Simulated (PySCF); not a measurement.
BiC⁺ at PBE

Level: PBE. PySCF, scalar-relativistic core potentials, basis sets Bi def2-SVPD with ECP60, C def2-SVPD.

* state: ³Π (triplet), unpaired electrons σ ↑, π ↑
* bond length: 0.2075 nm
* harmonic wavenumber: 651 cm⁻¹
* force constant: 2.84 mdyn/Å
* rotational constant Be: 0.3450 cm⁻¹
* anharmonicity ωexe: 4.63 cm⁻¹
* vibration–rotation constant αe: 0.00275 cm⁻¹
* bond order (Mayer): 2.13
* dipole moment (positive dipole points towards C; it is taken about the centre of mass and depends on that origin): -0.42 D

These are scalar-relativistic numbers at best; spin–orbit coupling would shift them, the dissociation energy most. The state is the lowest determinant that a PBE0 search found; another state may lie lower at other levels.
